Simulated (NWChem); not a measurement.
Isomers of CH$_{5}$NOSi$_{2}$, each optimised at PBE0/def2-SVP with NWChem, gas phase unless a solvent is named. Flexible species stand in one conformer each, which need not be the lowest.  Relative energies count from the lowest isomer at each level and are electronic, without zero-point energy, on those geometries.

A: C1=N[SiH2]O[SiH2]1
B: [Si@H]1(O)[SiH2]N=C1
C: N1[SiH2]OC=1[SiH3]
D: [SiH2]1[SiH2]OC=N1

```
quantity                                                                 A     B     C     D
--------------------------------------------------------------  ----------  ----  ----  ----
relative energy, CAM-B3LYP/def2-TZVP (kcal/mol)                        0.0  45.9  50.9  28.9
relative energy, M06-2X/def2-TZVP (kcal/mol)                           0.0  46.4  52.0  30.5
dipole (D), PBE0/def2-SVP                                       (withheld)  1.78  1.08  1.59
SMD solvation free energy in toluene, PBE0/def2-SVP (kcal/mol)  (withheld)  -3.1  -2.1  -2.1
```

Question: Fill in the missing entries.

Answer: 
- dipole (D), PBE0/def2-SVP, A: 1.15
- SMD solvation free energy in toluene, PBE0/def2-SVP (kcal/mol), A: -1.8
